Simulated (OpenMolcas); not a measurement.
**3d along the 19-electron sequence**

```
Program             : OpenMolcas
Method              : SS-RASPT2, IPEA 0.25 Eh, imaginary shift 0.1 Eh
Basis               : ANO-R2
Scalar Hamiltonian  : X2C, finite nucleus
Spin-orbit coupling : state interaction with AMFI integrals over the reference wave functions, term energies averaged over their components
```

Active space for each ion: 7 electrons in 8 orbitals (RAS1 3p, at most 2 holes; RAS2 3d); closed shells correlated by CASPT2: 3s.

Computed levels in cm-1 above ²D_3/2:

```tsv
Level	V4+	Cr5+	Mn6+	Fe7+
²D_5/2	633	987	1375	1806
weight of ²D in the lowest level (%)	100	100	100	100
```

Measured, with the error of the calculation in %. Measured levels: V4+ from Sugar and Corliss, J. Phys. Chem. Ref. Data 7, 1191 (1978); Cr5+ from Sugar and Corliss, J. Phys. Chem. Ref. Data 6, 317 (1977); Mn6+ from Corliss and Sugar, J. Phys. Chem. Ref. Data 6, 1253 (1977); Fe7+ from Corliss and Sugar, J. Phys. Chem. Ref. Data 11, 135 (1982).

| Level | V4+ | Cr5+ | Mn6+ | Fe7+ |
| --- | --- | --- | --- | --- |
| ²D_5/2 | 625 (+1.2) | 940 (+5.0) | 1350 (+1.9) | 1836 (-1.6) |

The fine-structure level ²D_5/2 changes by a factor of 2.85 from V4+ to Fe7+. Its fourth root runs 5.02, 5.61, 6.09, 6.52, with steps per unit of Z of 0.59, 0.48, 0.43; equal steps would mean a (Z - σ)^4 law with constant σ.

CASPT2 breaks the degeneracy within a term, and the mean is taken; among the terms shown or strongly mixed into the levels shown the widest spread is 11 cm-1 (3d ²D, Fe7+). Active for correlation alone: 3p; no level in the range computed is led by a configuration that opens it, so any true level of that kind is missing. Measured partners are found by configuration, term and J. A level has none where our copy of the source lacks it or the pairing is in doubt (some pairs that miss far off the trend of their configuration count as doubtful), and it then counts in no deviation. Levels of configurations outside the active space are missing.
